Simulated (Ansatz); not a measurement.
One change: `N#C[Si](Cl)(Cl)Cl` becomes `O[Si](Cl)(Cl)Cl`.

Ansatz, PBE0-D4/def2-TZVP geometries, multiplicity 1. Each molecule was computed in one conformer, which needn't be the lowest.

| property | `N#C[Si](Cl)(Cl)Cl` |
| --- | --- |
| LUMO energy (ωB97M-V/def2-TZVPP) / eV | 0.80 |
| zero-point energy (PBE0-D4/def2-TZVP) / kJ/mol | 37.5 |
| LUMO energy (PBE/def2-TZVPP) / eV | -2.31 |
| size of the dipole moment (PBE/def2-TZVPP) / D | 2.50 |
| HOMO energy (PBE0/def2-TZVPP) / eV | -9.91 |
| HOMO–LUMO gap (ωB97M-V/def2-TZVPP) / eV | 12.94 |

Task: Give the same properties after the change, and the shifts. (An estimate is asked.)

Result: Computed: 
| property | `O[Si](Cl)(Cl)Cl` | shift |
| --- | --- | --- |
| LUMO energy (ωB97M-V/def2-TZVPP) / eV | 1.80 | 1.00 |
| zero-point energy (PBE0-D4/def2-TZVP) / kJ/mol | 51.9 | 14.4 |
| LUMO energy (PBE/def2-TZVPP) / eV | -1.03 | 1.28 |
| size of the dipole moment (PBE/def2-TZVPP) / D | 1.59 | -0.91 |
| HOMO energy (PBE0/def2-TZVPP) / eV | -9.32 | 0.59 |
| HOMO–LUMO gap (ωB97M-V/def2-TZVPP) / eV | 13.35 | 0.41 |

With PBE0 the HOMO rises by 0.59 eV and the LUMO rises by 1.34 eV, so the gap widens by about 0.75 eV. PBE moves the HOMO by 0.60 eV and ωB97M-V by 0.59 eV. Dipoles are sizes alone; their direction can turn.
